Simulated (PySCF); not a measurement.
A structure optimised at r2SCAN-D4/def2-TZVPD, used in a PySCF frequency run:

```xyz
5

C     -1.2016     0.0882     0.0000
C      0.1803    -0.0014     0.0000
N      1.3624    -0.0117     0.0000
H     -1.7044    -0.2195    -0.9151
H     -1.7044    -0.2195     0.9151
```
Charge -1, spin multiplicity 1.

### Question
Write its SMILES, formula and point group.

### Answer
[CH2-]C#N, C2H2N, Cs

### Question
What are its rotational constants (standard atomic weights)?

### Answer
271.18, 10.212, 9.9088 GHz
